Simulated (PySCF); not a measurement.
**Two-component Hartree-Fock for Cd⁴⁺ (cadmium, charge +4)**

Start: [Kr] 4d8; 4d3/2 filled at m_j = -3/2, -1/2, +1/2, +3/2; 4d5/2 filled at m_j = -1/2, +1/2, +3/2, +5/2. Calculated with PySCF 2.14 in x2c-TZVPall-2c: generalised Hartree-Fock with the X2C-1e Hamiltonian and a Gaussian nucleus; one run each with spin-orbit coupling (SO) switched off, then screened by Boettger's factors.

```
spinor shell  electrons  ε, spin-free (eV)  ε, screened SO (eV)  weight of nominal j (screened SO)  rms radius, screened SO (bohr)
       1s1/2          2           -26901.6             -26899.3                              1.000                          0.0348
       2s1/2          2            -4129.6              -4128.9                              1.000                           0.142
       2p1/2          2            -3704.0              -3837.4                              1.000                           0.124
       2p3/2          4            -3704.0              -3642.6                              1.000                           0.128
       3s1/2          2            -852.58              -852.35                              1.000                           0.381
       3p1/2          2            -709.56              -734.18                              1.000                           0.375
       3p3/2          4            -709.56              -698.07                              1.000                           0.386
       3d3/2          4            -486.23              -490.73                              0.997                           0.361
       3d5/2          6            -486.23              -482.96                              0.998                           0.365
       4s1/2          2            -182.08              -182.00                              1.000                           0.932
       4p1/2          2            -136.99              -142.89                              0.958                           0.994
       4d3/2          4            -71.626              -72.225                              0.703                            1.23
       4d5/2          4            -71.626              -71.068                              0.735                            1.24
```

Where does 4p3/2 lie, and what is the 4p spin-orbit splitting (screened SO)?

At -134.14 eV, 8.746 eV above 4p1/2.

```json
{"quantity": "E (hartree)", "spin-free": "-5586.73467", "screened SO": "-5587.87824"}
{"quantity": "M_J", "spin-free": "4", "screened SO": "4"}
{"quantity": "⟨J²⟩", "spin-free": "20.005", "screened SO": "20.005"}
{"quantity": "⟨L²⟩", "spin-free": "12.004", "screened SO": "12.095"}
{"quantity": "⟨S²⟩", "spin-free": "2.001", "screened SO": "1.996"}
```

Each row is a mean over spinors that exchange with the open shell spreads, by up to 9.407 eV (4p3/2).

Rows whose weight is well below 1 are mixtures of j = l ± 1/2: exchange outweighs spin-orbit coupling there, and the label is only the starting occupation.

Breit and QED terms are absent; they matter most for the inner s and p1/2 levels.

Densities and radii are taken from the X2C orbitals without a picture-change correction, which distorts them close to the nucleus.

Without spin-orbit coupling the j labels of p, d and f shells carry no meaning; the spin-free column gives the mean over the occupied spinors of each nl shell.
